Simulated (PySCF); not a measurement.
## Cr: excitation energy

Cr [Ar] 3d5 4s1 (7S) → Cr [Ar] 3d4 4s1 4p1 (high-spin determinant), as a difference of total energies. Calculation: PySCF 2.14, in dyall-av2z (16s12p7d2f, 101 functions); no relativity, point nucleus. Correlated levels: valence: [Ar] frozen; virtual orbitals above 40 to 60 times the deepest correlated orbital energy dropped. The calculations carry no spin-orbit coupling.

```csv
method,excitation energy (cm⁻¹)
UHF,16288
MP2 (valence),23624
SCS-MP2 (valence),18733
CCSD (valence),22585
CCSD(T) (valence),22942
```

A first-order spin-orbit estimate (lowest level to lowest level, LS coupling) adds -0.055 eV.

The coupled-cluster amplitudes are large for the upper state (T1 above 0.03 or a double amplitude above 0.15), so a single reference is strained.

The determinant of the upper state mixes LS terms, which raises its energy above the lowest term, most at the Hartree-Fock and MP2 levels.
